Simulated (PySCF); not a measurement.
YCl₂, SMILES [Cl][Y+][Cl], charge +1.

Geometry: B3LYP-D3(BJ)/def2-TZVP. The multiplicity is an assumed one; other spin states were not compared. The isomer is the one that the SMILES or the coordinates give; other isomers of the formula were not compared. The def2 effective core potentials stand for the cores of Y; spin–orbit coupling is left out.

Computed with CAM-B3LYP/def2-TZVPD run with PySCF.

The molecule is in vacuum.

**Question.** Estimate the frontier levels, gap, dipole moment and polarisability. (The exact figures need the calculation; the answer reports its results.)

**Answer.** 
| Quantity | Value |
|---|---|
| highest occupied level | -15.13 eV |
| lowest empty level | -7.33 eV |
| orbital gap | 7.80 eV |
| dipole moment about the centre of nuclear charge | 7.29 D |
| mean static polarisability | 53.6 bohr³ (7.94 Å³) |
| polarisability, principal values | 38.4, 46.7, 75.6 bohr³ |
